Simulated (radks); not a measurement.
The nuclear charge of neutral calcium is varied continuously with 20 electrons held in [Ar] 4s2. Calculated with a radial shooting solver on a logarithmic mesh with Libxc functionals: non-relativistic Kohn-Sham, r2SCAN, spin-polarised, spherical densities, point nucleus; meta-GGA in the generalised Kohn-Sham scheme. By the Hellmann-Feynman theorem dE/dZ = E(electron-nucleus)/Z, the electronic potential at the nucleus.

| Z | E (hartree) | E(electron-nucleus)/Z (hartree) | HOMO | e(HOMO) (eV) | <r> HOMO (bohr) |
|---|---|---|---|---|---|
| 19.8 | -661.58926 | -79.1601 | 4s | -2.632 | 4.374 |
| 19.9 | -669.53079 | -79.6704 | 4s | -3.210 | 4.227 |
| 20 | -677.52333 | -80.1802 | 4s | -3.818 | 4.095 |
| 20.1 | -685.56681 | -80.6895 | 4s | -4.454 | 3.974 |
| 20.2 | -693.66121 | -81.1984 | 4s | -5.117 | 3.863 |
| 20.3 | -701.80647 | -81.7069 | 4s | -5.807 | 3.761 |
| 20.4 | -710.00257 | -82.2150 | 4s | -6.522 | 3.666 |
| 20.5 | -718.24946 | -82.7228 | 4s | -7.262 | 3.578 |
| 20.6 | -726.54712 | -83.2304 | 4s | -8.026 | 3.496 |
| 20.7 | -734.89553 | -83.7376 | 4s | -8.815 | 3.419 |
| 20.8 | -743.29465 | -84.2447 | 4s | -9.626 | 3.346 |
| 20.9 | -751.74446 | -84.7515 | 4s | -10.460 | 3.278 |
| 21 | -760.24493 | -85.2581 | 4s | -11.317 | 3.213 |

The central difference of E at Z = 20 is -80.180 hartree, to compare with the third column; the second derivative is -5.1 hartree.
